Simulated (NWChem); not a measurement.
System: AgPH$_{4}$O; SMILES [OH][Ag]<-[PH3]

NWChem input:

```
start job
memory heap 200 mb stack 900 mb global 1100 mb
geometry units angstroms noautoz
  Ag    -0.072984     0.335576    -0.115277
  O     -0.173763     2.317874    -0.211932
  H      0.573359     2.680559     0.302544
  P     -0.067415    -1.965309    -0.023940
  H     -1.238968    -2.672636     0.395007
  H      0.860839    -2.594681     0.862286
  H      0.219005    -2.752037    -1.185162
end
basis spherical
  * library def2-svp
end
ecp
  Ag library def2-ecp
end
dft
  xc xwpbe 1.00 cpbe96 1.0 hfexch 1.00
  cam 0.3 cam_alpha 0.0 cam_beta 1.0
  iterations 150
  vectors input atomic output neutral.movecs
end
task dft energy
charge 1
dft
  odft
  mult 2
  vectors input atomic output cation.movecs
end
task dft energy
```

Parts of the log:

```
             Northwest Computational Chemistry Package (NWChem) 7.3.0
             --------------------------------------------------------

 C1  symmetry detected

                             Geometry "geometry" -> ""
                             -------------------------

 Output coordinates in angstroms (scale by  1.889725989 to convert to a.u.)

  No.       Tag          Charge          X              Y              Z
 ---- ---------------- ---------- -------------- -------------- --------------
    1 Ag                  47.0000    -0.00069203    -0.34284234     0.00750657
    2 O                    8.0000    -0.08057186    -2.32826897    -0.01903142
    3 H                    1.0000     0.83669261    -2.66410243    -0.03512541
    4 P                   15.0000    -0.01189497     1.95978929    -0.00689226
    5 H                    1.0000    -0.76791263     2.67052221    -0.99262067
    6 H                    1.0000     1.23464824     2.63091398    -0.20407948
    7 H                    1.0000    -0.44790322     2.70556881     1.13465213

 Effective nuclear repulsion energy (a.u.)     336.0826701941

 Summary of "ao basis" -> "ao basis" (spherical)
 ------------------------------------------------------------------------------
       Tag                 Description            Shells   Functions and Types
 ---------------- ------------------------------  ------  ---------------------
 Ag                         def2-svp                11       31   5s3p2d1f
 O                          def2-svp                 6       14   3s2p1d
 H                          def2-svp                 3        5   2s1p
 P                          def2-svp                 8       18   4s3p1d

            General Information
            -------------------
          SCF calculation type: DFT
          Wavefunction type:  closed shell.
          No. of atoms     :     7
          No. of electrons :    46
           Alpha electrons :    23
            Beta electrons :    23
          Charge           :     0
          Spin multiplicity:     1
          Use of symmetry is: off; symmetry adaption is: off
          Maximum number of iterations: 150
          AO basis - number of functions:    83
                     number of shells:    37
          Convergence on energy requested:  1.00D-06
          Convergence on density requested:  1.00D-05
          Convergence on gradient requested:  5.00D-04

              XC Information
              --------------
                     Hartree-Fock (Exact) Exchange  1.000
                     LC-wPBE(h)Exchange Functional  1.000
            Perdew 1991 LDA Correlation Functional  1.000 local
           PerdewBurkeErnz. Correlation Functional  1.000 non-local

           Range-Separation Parameters
           ---------------------------
           Alpha           :  0.00
           Beta            :  1.00
           Gamma           :  0.30
           Short-Range HF  :     F

             Grid Information
             ----------------
          Grid used for XC integration:  medium
          Radial quadrature: Mura-Knowles
          Angular quadrature: Lebedev.
          Tag              B.-S. Rad. Rad. Pts. Rad. Cut. Ang. Pts.
          ---              ---------- --------- --------- ---------
          Ag                  1.60      123          10.0       590
          O                   0.60       49          13.0       434
          H                   0.35       45          13.0       434
          P                   1.00       88          12.0       590
          Grid pruning is: on
          Number of quadrature shells:   440
          Spatial weights used:  Erf1

      Superposition of Atomic Density Guess
      -------------------------------------

 Sum of atomic energies:        -584.88247022

      Non-variational initial energy
      ------------------------------

 Total energy =    -563.570010
 1-e energy   =   -1154.046661
 2-e energy   =     430.209681
 HOMO         =      -0.419800
 LUMO         =      -0.043656

   convergence    iter        energy       DeltaE   RMS-Dens  Diis-err
 ---------------- ----- ----------------- --------- --------- ---------
 d= 0,ls=0.0,diis     1   -565.3648818463 -7.26D+02  3.19D-02  1.52D+00
 d= 0,ls=0.0,diis     2   -565.0061941501  3.59D-01  2.12D-02  5.51D+00
 d= 0,ls=0.0,diis     3   -565.5947993926 -5.89D-01  3.38D-03  3.09D-02
 d= 0,ls=0.0,diis     4   -565.5962088070 -1.41D-03  1.29D-03  3.20D-02
 d= 0,ls=0.0,diis     5   -565.5994376931 -3.23D-03  4.20D-04  3.03D-04
  Resetting Diis
 d= 0,ls=0.0,diis     6   -565.5995142070 -7.65D-05  1.35D-04  3.35D-05
 d= 0,ls=0.0,diis     7   -565.5995223179 -8.11D-06  3.54D-05  1.92D-06
 d= 0,ls=0.0,diis     8   -565.5995227710 -4.53D-07  1.24D-05  9.17D-07
 d= 0,ls=0.0,diis     9   -565.5995228863 -1.15D-07  9.01D-06  1.69D-07

         Total DFT energy =     -565.599522886296
      One electron energy =    -1158.369071742245
           Coulomb energy =      479.721642338901
    Exchange-Corr. energy =      -47.219063395200
 Nuclear repulsion energy =      160.266969912248

 Numeric. integr. density =       45.999979784458

                       DFT Final Molecular Orbital Analysis
                       ------------------------------------

 Vector   21  Occ=2.000000D+00  E=-3.792551D-01
              MO Center= -1.5D-01, -5.1D-01, -3.3D-03, r^2= 3.0D+00
   Bfn.  Coefficient  Atom+Function         Bfn.  Coefficient  Atom+Function
  ----- ------------  ---------------      ----- ------------  ---------------
    19      0.487773  1 Ag d  2              15     -0.319132  1 Ag d -2
    17      0.295881  1 Ag d  0              35     -0.265405  2 O  px
    62     -0.213780  4 P  py                 4      0.209385  1 Ag s
    34      0.179521  2 O  s                  2     -0.162813  1 Ag s
    38     -0.158381  2 O  px                54      0.155591  4 P  s

 Vector   22  Occ=2.000000D+00  E=-3.129417D-01
              MO Center=  1.4D-02, -1.7D+00, -1.2D-02, r^2= 1.9D+00
   Bfn.  Coefficient  Atom+Function         Bfn.  Coefficient  Atom+Function
  ----- ------------  ---------------      ----- ------------  ---------------
     4      0.448477  1 Ag s                 36      0.447586  2 O  py
    39      0.328973  2 O  py                19      0.284916  1 Ag d  2
     2     -0.231813  1 Ag s                 35      0.230130  2 O  px
    17      0.171703  1 Ag d  0              38      0.171006  2 O  px
    15      0.121930  1 Ag d -2               1      0.109293  1 Ag s

 Vector   23  Occ=2.000000D+00  E=-2.933577D-01
              MO Center= -5.4D-02, -2.0D+00, -1.3D-02, r^2= 1.5D+00
   Bfn.  Coefficient  Atom+Function         Bfn.  Coefficient  Atom+Function
  ----- ------------  ---------------      ----- ------------  ---------------
    37      0.589301  2 O  pz                40      0.459536  2 O  pz
    16      0.284720  1 Ag d -1              14      0.137315  1 Ag pz
    11      0.086535  1 Ag pz                 8     -0.078250  1 Ag pz
    80     -0.068669  7 H  s                 70      0.059328  5 H  s
    63      0.041840  4 P  pz                79     -0.038490  7 H  s

 Vector   24  Occ=0.000000D+00  E= 4.460715D-02
              MO Center=  4.3D-01,  7.1D-01, -1.1D-03, r^2= 6.5D+00
   Bfn.  Coefficient  Atom+Function         Bfn.  Coefficient  Atom+Function
  ----- ------------  ---------------      ----- ------------  ---------------
    12      0.616533  1 Ag px                61      0.562439  4 P  px
    70      0.508991  5 H  s                  5      0.461266  1 Ag s
    75     -0.434821  6 H  s                 54     -0.407909  4 P  s
    80      0.362912  7 H  s                 74     -0.187589  6 H  s
    15     -0.169514  1 Ag d -2              69      0.154222  5 H  s

 Vector   25  Occ=0.000000D+00  E= 5.035127D-02
              MO Center= -2.3D-02,  8.8D-01,  5.7D-02, r^2= 6.1D+00
   Bfn.  Coefficient  Atom+Function         Bfn.  Coefficient  Atom+Function
  ----- ------------  ---------------      ----- ------------  ---------------
    63      0.672959  4 P  pz                80     -0.608207  7 H  s
    14      0.572564  1 Ag pz                70      0.540898  5 H  s
    79     -0.218614  7 H  s                 16     -0.213577  1 Ag d -1
    69      0.186831  5 H  s                 60      0.161300  4 P  pz
    37     -0.143587  2 O  pz                 8     -0.142420  1 Ag pz

 Vector   26  Occ=0.000000D+00  E= 5.336343D-02
              MO Center= -2.8D-01,  1.3D+00, -3.7D-02, r^2= 7.4D+00
   Bfn.  Coefficient  Atom+Function         Bfn.  Coefficient  Atom+Function
  ----- ------------  ---------------      ----- ------------  ---------------
    54      1.449295  4 P  s                  5     -1.043644  1 Ag s
    75     -0.691150  6 H  s                 13     -0.540240  1 Ag py
    80     -0.411223  7 H  s                 53      0.321018  4 P  s
    70     -0.279437  5 H  s                 61      0.248750  4 P  px
    52      0.236908  4 P  s                 12      0.218245  1 Ag px

     Multipole analysis of the density
     ---------------------------------

     L   x y z        total         alpha         beta         nuclear
     -   - - -        -----         -----         ----         -------
     0   0 0 0     -0.000000    -23.000000    -23.000000     46.000000

     1   1 0 0      0.496246      0.229814      0.229814      0.036617
     1   0 1 0      2.610083     -7.765252     -7.765252     18.140586
     1   0 0 1     -0.002345      0.197422      0.197422     -0.397190

     2   2 0 0    -28.375232    -19.667028    -19.667028     10.958825
     2   1 1 0     -3.194492      0.344993      0.344993     -3.884479
     2   1 0 1     -0.050520     -0.000395     -0.000395     -0.049730
     2   0 2 0    -29.822833   -250.034791   -250.034791    470.246748
     2   0 1 1     -0.036346     -0.158694     -0.158694      0.281041
     2   0 0 2    -29.937563    -19.111741    -19.111741      8.285920

                                 NWChem DFT Module
                                 -----------------

            General Information
            -------------------
          SCF calculation type: DFT
          Wavefunction type:  spin polarized.
          No. of atoms     :     7
          No. of electrons :    45
           Alpha electrons :    23
            Beta electrons :    22
          Charge           :     1
          Spin multiplicity:     2
          Use of symmetry is: off; symmetry adaption is: off
          Maximum number of iterations: 150
          This is a Direct SCF calculation.
          AO basis - number of functions:    83
                     number of shells:    37
          Convergence on energy requested:  1.00D-06
          Convergence on density requested:  1.00D-05
          Convergence on gradient requested:  5.00D-04

              XC Information
              --------------
                     Hartree-Fock (Exact) Exchange  1.000
                     LC-wPBE(h)Exchange Functional  1.000
            Perdew 1991 LDA Correlation Functional  1.000 local
           PerdewBurkeErnz. Correlation Functional  1.000 non-local

           Range-Separation Parameters
           ---------------------------
           Alpha           :  0.00
           Beta            :  1.00
           Gamma           :  0.30
           Short-Range HF  :     F

             Grid Information
             ----------------
          Grid used for XC integration:  medium
          Radial quadrature: Mura-Knowles
          Angular quadrature: Lebedev.
          Tag              B.-S. Rad. Rad. Pts. Rad. Cut. Ang. Pts.
          ---              ---------- --------- --------- ---------
          Ag                  1.60      123          10.0       590
          O                   0.60       49          13.0       434
          H                   0.35       45          13.0       434
          P                   1.00       88          12.0       590
          Grid pruning is: on
          Number of quadrature shells:   440
          Spatial weights used:  Erf1

      Superposition of Atomic Density Guess
      -------------------------------------

 Sum of atomic energies:        -584.88247022

 Renormalizing density from      46.00 to     45

      Non-variational initial energy
      ------------------------------

 Total energy =    -556.983495
 1-e energy   =   -1128.958690
 2-e energy   =     411.708225
 HOMO         =      -0.718637
 LUMO         =      -0.307576

   convergence    iter        energy       DeltaE   RMS-Dens  Diis-err
 ---------------- ----- ----------------- --------- --------- ---------
 d= 0,ls=0.0,diis     1   -564.7723602781 -7.25D+02  3.50D-02  7.61D-01
                                                     3.01D-02  7.49D-01
 d= 0,ls=0.5,diis     2   -560.9284409654  3.84D+00  1.49D-02  7.46D+00
                                                     1.23D-02  6.62D+00
 d= 0,ls=0.5,diis     3   -563.7594262019 -2.83D+00  9.74D-03  3.18D+00
                                                     6.96D-03  2.24D+00
 d= 0,ls=0.5,diis     4   -564.7114075966 -9.52D-01  7.39D-03  1.18D+00
                                                     4.96D-03  7.38D-01
 d= 0,ls=0.5,diis     5   -565.1406957706 -4.29D-01  4.20D-03  2.45D-01
                                                     3.02D-03  1.40D-01
 d= 0,ls=0.5,diis     6   -565.2579708532 -1.17D-01  2.06D-03  3.94D-02
                                                     1.56D-03  2.16D-02
  Resetting Diis
 d= 0,ls=0.5,diis     7   -565.2828963191 -2.49D-02  1.14D-03  7.89D-03
                                                     9.02D-04  4.21D-03
 d= 0,ls=0.5,diis     8   -565.2895617676 -6.67D-03  5.28D-04  1.58D-03
                                                     4.47D-04  8.49D-04
 d= 0,ls=0.5,diis     9   -565.2910636498 -1.50D-03  2.98D-04  5.05D-04
                                                     2.39D-04  3.33D-04
 d= 0,ls=0.5,diis    10   -565.2915593745 -4.96D-04  2.26D-04  1.57D-04
                                                     1.77D-04  8.88D-05
 d= 0,ls=0.5,diis    11   -565.2917906222 -2.31D-04  1.30D-04  5.22D-05
                                                     1.07D-04  3.30D-05
 d= 0,ls=0.5,diis    12   -565.2918725694 -8.19D-05  7.52D-05  1.63D-05
                                                     6.65D-05  1.40D-05
 d= 0,ls=0.5,diis    13   -565.2919032858 -3.07D-05  4.76D-05  4.90D-06
                                                     4.70D-05  5.74D-06
 d= 0,ls=0.5,diis    14   -565.2919163082 -1.30D-05  2.82D-05  1.24D-06
                                                     3.38D-05  3.09D-06
 d= 0,ls=0.5,diis    15   -565.2919223198 -6.01D-06  1.83D-05  3.45D-07
                                                     2.77D-05  1.55D-06
 d= 0,ls=0.5,diis    16   -565.2919254838 -3.16D-06  1.02D-05  1.99D-07
                                                     1.94D-05  9.32D-07
 d= 0,ls=0.5,diis    17   -565.2919270258 -1.54D-06  6.28D-06  1.08D-07
                                                     1.61D-05  5.03D-07
 d= 0,ls=0.5,diis    18   -565.2919279067 -8.81D-07  3.40D-06  1.06D-07
                                                     1.22D-05  3.10D-07
 d= 0,ls=0.5,diis    19   -565.2919284144 -5.08D-07  1.95D-06  6.98D-08
                                                     1.01D-05  1.88D-07
 d= 0,ls=0.5,diis    20   -565.2919287558 -3.41D-07  1.12D-06  3.41D-08
                                                     8.32D-06  1.19D-07

         Total DFT energy =     -565.291928996245
      One electron energy =    -1147.739242596071
           Coulomb energy =      469.111370515781
    Exchange-Corr. energy =      -46.931026828203
 Nuclear repulsion energy =      160.266969912248

 Numeric. integr. density =       44.999979469412

                    DFT Final Alpha Molecular Orbital Analysis
                    ------------------------------------------

[...]
```

Level: LC-wPBE (HJS exchange hole, range parameter 0.3 per bohr)/def2-SVP with def2 effective core potentials on Ag, vertical spin-unrestricted ions. Coordinates come from a PBE-D3(BJ)/def2-SVP optimisation. def2 effective core potentials on Ag; no spin-orbit coupling.
